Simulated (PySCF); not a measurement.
Ge(F)(SH)3 (FGeH3S3), SMILES [F][Ge]([SH])([SH])[SH]. Atoms are numbered in the order given.

```xyz
8

F     -1.4372     1.1750     0.5425
Ge    -0.1360     0.1110     0.0514
S     -0.8070    -1.0058    -1.7453
S      1.6369     1.3641    -0.4092
S      0.2905    -1.2752     1.7311
H     -1.9725    -1.3823    -1.1653
H      0.9323     2.1921    -1.2182
H      0.3994    -0.2679     2.6311
```

The structure is a stationary point at B3LYP-D3(BJ)/def2-SVP. The structure was generated by enumeration, and PubChem lists no compound with its InChIKey, so it may never have been made. Other conformers were not sampled.

Two levels are set side by side: PBE/pcSseg-1 (PySCF) and PBE0/pcSseg-1 (PySCF). GIAO shifts against CFCl3 (¹⁹F), GeH4 (⁷³Ge), H2S (³³S), TMS (¹H) at the same level; non-relativistic, no solvent, atoms listed together averaged. Differences are taken from unrounded values.

```
quantity                     PBE0
--------------------------  -----
δ(¹⁹F) of F1 (ppm)          -85.7
δ(⁷³Ge) of Ge2 (ppm)        515.2
δ(³³S) of S3, S4, S5 (ppm)  105.7
δ(¹H) of H6, H7, H8 (ppm)    2.21
```

Problem. What does PBE give, and how far is it from PBE0? (The exact figures need the calculation; the answer reports its results.)

Solution. 
```tsv
quantity	PBE	PBE minus PBE0
δ(¹⁹F) of F1 (ppm)	-73.9	11.8
δ(⁷³Ge) of Ge2 (ppm)	541.3	26.1
δ(³³S) of S3, S4, S5 (ppm)	137.8	32.1
δ(¹H) of H6, H7, H8 (ppm)	2.26	0.05
```

Rough cost on one machine, each run with all the roots and properties that it gave: PBE0 against PBE within a factor of 2.
